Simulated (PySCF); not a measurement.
Delta-SCF ions had no search for a lower state. Excitations are Tamm–Dancoff values on a coarser integration grid. The basis has no diffuse functions, so Rydberg states are missing or too high.

Cartesian coordinates (Å):
SMILES: C=[SiH]C(N)=O
```xyz
10

C      1.6317    -0.0512    -1.0419
Si     0.9623     0.2251     0.4975
C     -0.8974     0.1039     0.9098
N     -1.7572    -0.2205    -0.0805
O     -1.2448     0.3231     2.0544
H      1.0396    -0.3197    -1.9102
H      2.6970     0.0295    -1.2287
H      1.7509     0.5904     1.6885
H     -1.4408    -0.3942    -1.0171
H     -2.7412    -0.2864     0.1282
```
Charge 0, spin multiplicity 1.

Problem. Give the S1 excitation (TDA), HOMO–LUMO gap, T1 excitation (TDA), dipole moment, vertical ionisation energy (Delta-SCF), LUMO, HOMO and brightest of the four lowest singlets (TDA) at the level PBE0-D3(BJ)/def2-TZVP (PySCF 2.14.0).

Solution. 
- S1 excitation (TDA): 4.09 eV
- HOMO–LUMO gap: 5.05 eV
- T1 excitation (TDA): 2.47 eV
- dipole moment: 0.616 e·Å
- vertical ionisation energy (Delta-SCF): 8.73 eV
- LUMO: -1.74 eV
- HOMO: -6.79 eV
- brightest of the four lowest singlets (TDA): 5.06 eV
